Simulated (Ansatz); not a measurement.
Program: Ansatz. Geometries: PBE0-D4/def2-TZVP. ΔE: electronic, gas phase. CCSD(T)/CBS adds triple-zeta CCSD(T) − MP2 to the extrapolated MP2 energy (def2 sets, frozen cores). This one scheme is used for every species. Functionals use def2-TZVPP. HSE06 is defined as in plane-wave codes. For Ga, Ge outer-core shells are correlated without core-valence functions, which leaves a few kJ/mol of doubt a bond. Scalar relativity is left out up to krypton. One conformer a species, not always the lowest.

Reaction (hydrogenolysis of a Ga–Ge bond): `[BH2][GaH][GeH2][CH3]` + H₂ → `[BH2][GaH2]` + `[CH3][GeH3]`

`[BH2][GaH][GeH2][CH3]`:

Z-matrix (Å, degrees):
```
Ge
Ga 1 2.461
C 1 1.964 2 114.1
H 1 1.547 2 110.5 3 122.9
H 1 1.548 2 108.9 3 -121.5
B 2 2.059 1 121.3 3 -171.9
H 2 1.578 1 115.7 3 8.6
H 3 1.091 1 110.4 2 -178.8
H 3 1.091 1 110.1 2 -58.6
H 3 1.091 1 110.2 2 61.0
H 6 1.199 2 122.0 1 -87.9
H 6 1.199 2 121.9 1 89.2
```

H₂:

Z-matrix (Å, degrees):
```
H
H 1 0.746
```

`[BH2][GaH2]`:

```xyz
6

B     0.203    1.044   -0.279
Ga   -0.178   -0.916    0.247
H    -0.498    1.647   -1.043
H     1.139    1.652    0.157
H    -1.081   -1.296    1.480
H     0.416   -2.131   -0.562
```

`[CH3][GeH3]`:

Cartesian coordinates in Å:
```
C 0.027 0.400 0.955
Ge -0.024 -0.354 -0.846
H 1.042 0.361 1.353
H -0.302 1.439 0.940
H -0.629 -0.163 1.620
H 0.905 0.436 -1.785
H -1.454 -0.296 -1.411
H 0.435 -1.823 -0.826
```

| level | ΔE (kcal/mol) | difference from CCSD(T)/CBS |
| --- | --- | --- |
| LDA (SPW92) | 5.4 | -0.1 |
| PBE-D4 | 7.2 | 1.7 |
| revPBE-D4 | 7.3 | 1.8 |
| r2SCAN-D4 | 5.6 | 0.1 |
| PBE-QIDH | 4.3 | -1.2 |
| PBE0 | 4.3 | -1.2 |
| r2SCAN0 | 4.3 | -1.2 |
| HSE06 | 4.4 | -1.1 |
| RPA@PBE/def2-TZVPP | 3.9 | -1.6 |
| SCS-MP2/def2-TZVPP | 3.9 | -1.6 |
| CCSD(T)/CBS | 5.5 | 0 |

Largest T1 diagnostic among the species: 0.014.

From r2SCAN to r2SCAN0 (25 % exact exchange), in def2-TZVPP and without D4, ΔE moves by −0.9 kcal/mol. At CCSD(T), def2-SVP lies −4.2 kcal/mol from the extrapolated value and def2-TZVPP −0.9 kcal/mol.
